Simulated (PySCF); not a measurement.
## How methods differ on the excitation energy of Br²⁺

Br²⁺ [Ar] 3d10 4s2 4p3 (4S) → Br²⁺ [Ar] 3d10 4s1 4p3 5s1 (6S), as a difference of total energies. Calculation: PySCF 2.14, in aug-cc-pVQZ-DK (8s7p5d3f2g, 93 functions); scalar relativity by spin-free X2C-1e. Correlated levels: valence: [Ar] 3d10 frozen. The calculations carry no spin-orbit coupling.

```json
{"method": "UHF", "excitation energy (eV)": "25.878"}
{"method": "LDA", "excitation energy (eV)": "28.592"}
{"method": "PBE", "excitation energy (eV)": "28.332"}
{"method": "PBE0", "excitation energy (eV)": "28.082"}
{"method": "r2SCAN", "excitation energy (eV)": "28.001"}
{"method": "LC-wPBE", "excitation energy (eV)": "28.493"}
{"method": "wB97X-V", "excitation energy (eV)": "28.429"}
{"method": "wB97X", "excitation energy (eV)": "28.983"}
{"method": "revPBE", "excitation energy (eV)": "28.170"}
{"method": "MP2 (valence)", "excitation energy (eV)": "27.278"}
{"method": "SCS-MP2 (valence)", "excitation energy (eV)": "27.837"}
```

Question: How much does correlation contribute at MP2 (valence)?

Answer: 27.278 − (25.878) = 1.400 eV, measured against UHF.

The promoted electron is Rydberg-like, and one or two diffuse shells describe it only roughly, which tends to raise the upper state.
